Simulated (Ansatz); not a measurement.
`[OH][Sc]([Cl])[O][SiH3]`, relaxed with RKS PBE0-D4/def2-TZVP in the Gaussian-basis code of Ansatz from a GFN2-xTB geometry. The force threshold is 0.005 eV/Å; the program also tests the step.

Charge 0, multiplicity 1.

Start:

```xyz
9

O    -0.850   -2.148   -1.274
Sc   -0.881   -1.297    0.298
Cl   -1.990   -2.168    2.018
O     0.017    0.307    0.471
Si    0.903    1.635    0.223
H    -0.652   -2.342   -2.191
H     0.329    2.359   -0.927
H     0.838    2.444    1.448
H     2.286    1.210   -0.067
```

(1) How much energy does the relaxation release, and in how many steps? (Best estimate.)

(2) Which bonds change most? (An estimate is asked.)

(3) Give the relaxed structure. (An estimate is asked.)

Answers

(1) Computed: 0.19 eV, in 12 steps.

(2) The calculation gave: Sc2–Cl3 from 2.223 to 2.317 Å; O1–Sc2 from 1.788 to 1.843 Å; Sc2–O4 from 1.846 to 1.875 Å; Si5–H8 from 1.469 to 1.487 Å.

(3) Computed: 
```xyz
9

O    -0.894   -2.277   -1.374
Sc   -0.863   -1.323    0.203
Cl   -1.964   -2.080    2.096
O     0.082    0.295    0.271
Si    0.926    1.693    0.261
H    -0.862   -2.709   -2.223
H     0.432    2.581   -0.827
H     0.773    2.401    1.560
H     2.370    1.417    0.033
```
